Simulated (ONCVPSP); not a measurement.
What one change does to a pseudopotential (magnesium (Mg), ONCV)

```
Element                 : magnesium
Generator               : ONCVPSP 4.0.1
Type                    : optimised norm-conserving Vanderbilt (ONCV)
Functional              : PBE
Relativity              : scalar-relativistic
Frozen core             : [Ne]
Valence charge          : 2
Reference configuration : 3s1.75 3p0.25
Partial waves           : 3s: rc 2.10 bohr, ncon 3, nbas 7, qcut 3.7 1/bohr, 2 projectors, debl 1.8 Ha; 3p: rc 3.65 bohr, ncon 3, nbas 7, qcut 2.4 1/bohr, 2 projectors, debl 2.4 Ha; d scattering state at 0.14 Ha: rc 3.05 bohr, ncon 5, nbas 8, qcut 3.6 1/bohr, 2 projectors, debl 1.8 Ha
Local potential         : polynomial inside 1.70 bohr (lpopt 5, dvloc0 1 Ha)
Core correction         : polynomial model core, fcfact 0.65
```

All-electron outer shells of the reference configuration (PBE, scalar-relativistic, ld1.x):

```csv
shell,level (eV),outermost node (bohr),outermost maximum (bohr)
2s,-80.39,0.18,0.54
2p,-47.16,–,0.48
3s,-4.97,0.90,2.53
3p,-1.54,0.96,3.46
```

Change: functional PBEsol.

Cutoffs: the cutoffs (Ha) at which the residual kinetic energy of the hardest occupied pseudo-wave falls to 1 and 0.1 mHa per electron; they do not see the model core or the augmentation charge, which bear on the density cutoff. Errors are all-electron minus pseudo energies relative to the spin-unpolarised reference configuration.

Question: How do hardness, ghosts and transferability respond?

Answer: The potential gets neither clearly harder nor softer (4.0 Ha and 5.4 Ha → 4.0 Ha and 5.4 Ha); of the 4 tests that both files solve, the error grows in 0 and shrinks in 2 by more than 15 % and 0.3 meV (median size 0.7 → 0.3 meV); neither file shows a bound ghost.

```tsv
quantity	base	changed
cutoff, loose	4.0 Ha	4.0 Ha
cutoff, tight	5.4 Ha	5.4 Ha
loose cutoff by channel	s 4.0 Ha, p 1.2 Ha	s 4.0 Ha, p 1.2 Ha
bound ghosts	none	none
GHOST(+) flags under 300 eV	none	s at 118.6 eV
error for 3s2 3p0, meV [ΔE -0.85 eV]	+0.2	+0.1
error for 3s1 3p0, meV [ΔE 7.11 → 7.07 eV]	+1.2	-0.5
error for 3s1.5 3p0, meV [ΔE 2.29 → 2.28 eV]	-0.1	-0.2
error for 3s0 3p2, meV [ΔE 6.33 → 6.28 eV]	+11	+3.4
s: phases at 2.14 bohr within 0.05 rad from the reference energy up to (Ha; the scan ends near 5)	3.0	3.0
p: phases at 3.71 bohr within 0.05 rad from the reference energy up to (Ha; the scan ends near 5)	0.8	0.8
d: phases at 3.10 bohr within 0.05 rad from the reference energy up to (Ha; the scan ends near 5)	3.7	3.8
rms error of d²Exc/dni dnj with the model core, mHa	0.51	0.27
```

Base: The cutoffs count occupied waves only; projector 2 of the d channel, the hardest unoccupied one, needs 18 Ha at the loose tolerance. Changed file: The cutoffs count occupied waves only; projector 2 of the d channel, the hardest unoccupied one, needs 18 Ha at the loose tolerance.
